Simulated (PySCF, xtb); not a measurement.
BiCl2, SMILES [Cl][Bi][Cl], multiplicity 2.

Harmonic wavenumbers (cm⁻¹) from GFN2-xTB (xtb 6.7.1) at its own minimum, in rising order: 90, 286, 311.

What does PySCF with B3LYP-D3(BJ)/def2-TZVP give at its own minimum? (Estimate from the structure and the level; the computed values follow.)

102, 315, 333. Paired by order, the mean absolute difference is 21 cm⁻¹ and the zero-point energies are 1.0 and 1.1 kcal/mol.
